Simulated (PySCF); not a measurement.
InP (SMILES [P]=[In]), triplet, at a GFN2-xTB geometry (such geometries of metal compounds can be far from the true shape) (all electrons, no relativity).

PySCF was given this input:
```python
from pyscf import gto, scf, dft

mol = gto.M(
    atom='''
In   -0.000000   -0.000000   -0.613897
P     0.000000    0.000000    2.005398
''',
    basis='3-21g',
    charge=0,
    spin=2,
    verbose=4,
)

mf = dft.UKS(mol)
mf.xc = 'b3lyp5'
mf.kernel()
```

**Question.** What does this run give for the Mulliken (on the basis functions themselves) charges in atom order, total energy, HOMO energy, <S^2>?

**Answer.** 
The Mulliken (on the basis functions themselves) charges in atom order is In1 0.36, P2 -0.36, the total energy comes out as -6056.561890 Ha and the HOMO energy comes out as -4.76 eV. The <S^2> is 2.023.

These values belong to the state on which the SCF converged, which isn't shown to be the lowest.
